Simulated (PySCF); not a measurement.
An EPR property job and its printed output. Input:

```
{"job": {"kind": "epr", "basis": "pcH-1"}, "charge": 0, "multiplicity": 2}
C      1.949777     1.370985     0.399990
C      1.134545     0.440086     0.044471
C      0.232260    -0.678100     0.138782
C      0.527332    -0.863096     1.619816
O     -0.118840    -0.374231     2.519565
C     -1.224649    -0.327850    -0.163083
C     -1.419569     0.049378    -1.624985
H      2.334309     2.087050    -0.316360
H      2.312873     1.522745     1.414662
H      0.577985    -1.529863    -0.452788
H      1.458600    -1.424273     1.805144
H     -1.842395    -1.192249     0.087339
H     -1.523428     0.497449     0.484615
H     -2.464390     0.280316    -1.817085
H     -1.123463    -0.770440    -2.276588
H     -0.818545     0.921037    -1.874908
```

Theory: PySCF 2.14.0, UKS B3LYP, pcH-1 on C H O, non-relativistic, mean-field spin-orbit, GIAO. Geometry: GFN2-xTB, one conformer, isolated molecule. The geometry wasn't refined by DFT: couplings that depend on bond lengths, twists or pyramidal angles can differ widely from those at the functional's own minimum.

Output of the driver script. The program numbers atoms from 0.

```
UKS, coarse grid
  cycle   1  E = -309.01815438  |g| = 6.38e-01
  cycle   2  E = -307.93041522  |g| = 1.66e+00
  cycle   3  E = -309.14552598  |g| = 2.66e-01
  cycle   4  E = -309.18162399  |g| = 1.09e-01
  cycle   5  E = -309.18710241  |g| = 4.85e-02
  cycle   6  E = -309.18816678  |g| = 1.69e-02
  cycle   7  E = -309.18836214  |g| = 7.33e-03
  cycle   8  E = -309.18841405  |g| = 3.43e-03
  cycle   9  E = -309.18842828  |g| = 1.24e-03
  cycle  10  E = -309.18842943  |g| = 7.05e-04
UKS, final grid
  cycle   1  E = -309.18846824  |g| = 7.75e-04
  cycle   2  E = -309.18846817  |g| = 1.11e-03
  cycle   3  E = -309.18846880  |g| = 2.52e-04
  cycle   4  E = -309.18846885  |g| = 1.76e-04
  cycle   5  E = -309.18846892  |g| = 6.15e-05
  cycle   6  E = -309.18846893  |g| = 1.17e-05
E = -309.18846893 Eh   <S^2> = 0.7629 (exact 0.7500)
g shifts (ppm)      1          2          3
  rmc          -173       -173       -173
  gc             21         10         27
  oz_so        -778       1200       2766
  total        -930       1036       2620
hyperfine (MHz)  atom isotope    a_iso     a_fc   dipolar eigenvalues
    0   13C     -44.01     -44.01    -13.56      2.69     10.87
    1   13C     128.36     128.36    -74.94    -57.20    132.13
    2   13C     -21.84     -21.84     -3.84     -0.76      4.60
    3   13C      62.82      62.82    -14.56     -4.52     19.08
    4   17O     -10.12     -10.12    -51.66     22.71     28.95
    5   13C      12.19      12.19     -1.94     -1.52      3.46
    6   13C      -0.28      -0.28     -1.25      0.28      0.97
    7    1H     150.93     150.93     -5.30     -3.48      8.78
    8    1H     177.31     177.31     -4.09     -1.78      5.87
    9    1H      46.16      46.16     -4.66     -3.85      8.50
   10    1H       0.65       0.65     -3.77     -3.01      6.79
   11    1H      -2.75      -2.75     -2.33     -1.31      3.64
   12    1H      -1.69      -1.69     -2.98     -1.83      4.81
   13    1H      -0.45      -0.45     -1.38     -0.91      2.29
   14    1H       0.59       0.59     -1.68     -1.49      3.17
   15    1H       1.92       1.92     -4.21     -2.72      6.93
```

|g| in the SCF lines is the orbital gradient. In the g block, columns 1 to 3 are the principal axes in rising order; rmc is the relativistic mass correction, gc the gauge correction and oz_so the orbital-Zeeman/spin–orbit term. a_fc is the Fermi-contact part of a_iso, here all of it, since this run has no spin–orbit term in the hyperfine coupling.

Problem. Is the state sound, as far as the log shows?

Solution. The SCF converged after 16 cycles in all, 10 of them on the coarse grid; no stability test was run. The unrestricted determinant has ⟨S²⟩ = 0.7629 (exact 0.7500), so spin contamination is small.

Problem. What are the principal g values and g_iso?

Solution. Adding the total shifts to 2.002319 gives 2.00139, 2.00336, 2.00494; their mean shift is 909 ppm, so g_iso = 2.00323.

Problem. Which couplings shape the isotropic spectrum at natural abundance (0.05 mT or more)? Keep the log's numbering.

Solution. atom 8 (1H, I = 1/2): 177.3 MHz = 6.32 mT in magnitude, a 1:1 doublet; atom 7 (1H, I = 1/2): 150.9 MHz = 5.38 mT in magnitude, a 1:1 doublet; atom 9 (1H, I = 1/2): 46.2 MHz = 1.65 mT in magnitude, a 1:1 doublet; atom 11 (1H, I = 1/2): -2.8 MHz = 0.10 mT in magnitude, a 1:1 doublet; atom 12 (1H, I = 1/2): -1.7 MHz = 0.06 mT in magnitude, a 1:1 doublet. Together 32 lines to first order. 

Problem. What are the principal values of the full tensor of atom 1 (13C)?

Solution. a_iso plus each dipolar eigenvalue: 53.42, 71.16, 260.49 MHz.

The species is `C=[C][C@@H](C=O)CC` [radical]. The run used 265 basis functions and 6 iterations of the response equations. 

Hardware: one thread, Arm Neoverse V2 (aarch64) (shared host). Cost: 53 s of wall time (with the writing of density and orbital grids), 0.96 GiB resident at most.

Shape of the structure used: `[CH2:1]=[C:2][C@@H:3]([CH:4]=[O:5])[CH2:6][CH3:7]`: C1–C2–C3–C4 -7°, C2–C3–C4–O5 93°, C2–C3–C6–C7 68°.
Labels such as C1 count atoms from 1, the log's own numbers from 0.
